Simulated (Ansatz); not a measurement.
`C[S][GeH]([CH3])[Cl]`, charge 0, multiplicity 1.

Task: Give a relaxed structure at PBE0-D4/def2-TZVP (Ansatz 0.2.0). (Estimate.)

Result: Computed: 
Cartesian coordinates in Å:
```
C -0.5485 1.5275 -1.4193
S -0.6184 1.6679 0.3900
Ge -0.5301 -0.4883 0.8693
C 1.2435 -1.2478 0.6602
Cl -1.0631 -0.6352 2.9533
H -0.6676 2.5379 -1.8102
H 0.4104 1.1363 -1.7600
H -1.3618 0.9101 -1.8029
H -1.6035 -1.2389 0.0568
H 1.9432 -0.7051 1.2953
H 1.2319 -2.2999 0.9474
H 1.5639 -1.1646 -0.3799
```
This is one stationary point; other conformers may exist.
